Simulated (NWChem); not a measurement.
BeI₂; SMILES [I][Be][I]

Computed with NWChem. The geometry was optimised at PBE0/def2-SVP. def2 effective core potentials on I; no spin-orbit coupling.

For level TPSS/STO-3G (all-electron, non-relativistic):

```
Property                     Result
---------------------------  ------
highest occupied level (eV)   -4.80
orbital gap (eV)               5.77
```

Question: Estimate the same quantities for level TPSS/def2-SVP (core potentials).

Answer: 
| Item | Value |
|---|---|
| highest occupied level (eV) | -6.93 |
| orbital gap (eV) | 5.29 |
